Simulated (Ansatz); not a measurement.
Consider the formal exchange of groups at the Si–I bond: `CC[SiH](F)I` + `C=[C]([AlH2])S` → `CC[SiH](F)[AlH2]` + `C=C(S)I`.

Program: Ansatz. Geometries: PBE0-D4/def2-TZVP. ΔE: electronic, gas phase. CCSD(T)/CBS is the MP2 limit (def2-TZVPP, def2-QZVPP) plus CCSD(T) − MP2 in def2-TZVPP, frozen cores. DFT in def2-TZVPP. B3LYP here is the variant with VWN-RPA as its local correlation; programs differ in this. def2 core potentials past Kr. For I outer-core shells are correlated without core-valence functions, which leaves a few kJ/mol of doubt a bond. One conformer a species, not always the lowest.

```json
{"level": "PBE-D4", "ΔE (kcal/mol)": "38.4", "difference from CCSD(T)/CBS": "-3.9"}
{"level": "r2SCAN-D4", "ΔE (kcal/mol)": "42.7", "difference from CCSD(T)/CBS": "0.4"}
{"level": "B3LYP-D4", "ΔE (kcal/mol)": "41.3", "difference from CCSD(T)/CBS": "-1.0"}
{"level": "ωB97M-V", "ΔE (kcal/mol)": "44.4", "difference from CCSD(T)/CBS": "2.1"}
{"level": "B2PLYP", "ΔE (kcal/mol)": "42.0", "difference from CCSD(T)/CBS": "-0.3"}
{"level": "PBE", "ΔE (kcal/mol)": "38.1", "difference from CCSD(T)/CBS": "-4.2"}
{"level": "r2SCAN", "ΔE (kcal/mol)": "42.6", "difference from CCSD(T)/CBS": "0.3"}
{"level": "PBE0", "ΔE (kcal/mol)": "40.7", "difference from CCSD(T)/CBS": "-1.6"}
{"level": "MP2/def2-TZVPP", "ΔE (kcal/mol)": "43.4", "difference from CCSD(T)/CBS": "1.1"}
{"level": "SCS-MP2/def2-TZVPP", "ΔE (kcal/mol)": "42.0", "difference from CCSD(T)/CBS": "-0.3"}
{"level": "CCSD/def2-TZVPP", "ΔE (kcal/mol)": "41.7", "difference from CCSD(T)/CBS": "-0.6"}
{"level": "CCSD(T)/def2-TZVPP", "ΔE (kcal/mol)": "41.1", "difference from CCSD(T)/CBS": "-1.2"}
{"level": "HF/def2-QZVPP", "ΔE (kcal/mol)": "46.2", "difference from CCSD(T)/CBS": "3.9"}
{"level": "MP2/def2-QZVPP", "ΔE (kcal/mol)": "44.1", "difference from CCSD(T)/CBS": "1.8"}
{"level": "MP2/CBS(def2)", "ΔE (kcal/mol)": "44.5", "difference from CCSD(T)/CBS": "2.2"}
{"level": "CCSD/CBS(def2)", "ΔE (kcal/mol)": "42.8", "difference from CCSD(T)/CBS": "0.5"}
{"level": "CCSD(T)/CBS", "ΔE (kcal/mol)": "42.3", "difference from CCSD(T)/CBS": "0"}
```

Largest T1 diagnostic among the species: 0.012.

In def2-TZVPP, CCSD(T) changes the Hartree–Fock value by −5.0 kcal/mol (the triples alone add −0.6 kcal/mol) and MP2 by −2.7 kcal/mol. From PBE to PBE0 (25 % exact exchange), in def2-TZVPP and without D4, ΔE moves by +2.6 kcal/mol.
